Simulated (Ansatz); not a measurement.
CH₄B₂S, SMILES `B1BSC1`. The species carries charge 0 and has multiplicity 1. The structure was optimised at the PBE0-D4/def2-TZVP level.

```xyz
8

B    -0.624   -0.535   -0.092
B    -0.326    0.524   -1.296
S     1.267    0.348   -0.441
C     0.262    0.019    1.079
H    -0.842   -1.706   -0.214
H    -0.509    1.045   -2.344
H     0.736   -0.671    1.774
H     0.037    0.977    1.535
```

**Question.** What is the dipole moment at ωB97M-V/def2-TZVPP? (Best estimate.)

**Answer.** Ansatz gave: 1.05 D, with components (0.34, 0.61, 0.78) D in this frame, pointing from negative to positive charge.

**Question.** And with PBE, r2SCAN, B3LYP? (Best estimate.)

**Answer.** Ansatz gave: PBE 1.17 D, r2SCAN 1.11 D, B3LYP 1.05 D.

**Question.** Give the Mulliken charges with ωB97M-V, B3LYP, r2SCAN in def2-TZVPP. (Estimate.)

**Answer.** Computed: 
| atom | ωB97M-V | B3LYP | r2SCAN |
| --- | --- | --- | --- |
| B1 | -0.12 | -0.04 | -0.03 |
| B2 | -0.11 | -0.03 | -0.05 |
| S3 | -0.01 | -0.06 | -0.04 |
| C4 | -0.26 | -0.21 | -0.10 |
| H5 | 0.07 | 0.02 | -0.01 |
| H6 | 0.13 | 0.08 | 0.05 |
| H7 | 0.13 | 0.11 | 0.08 |
| H8 | 0.16 | 0.14 | 0.11 |

B3LYP here is the variant with VWN-RPA as its local correlation; programs differ in this.
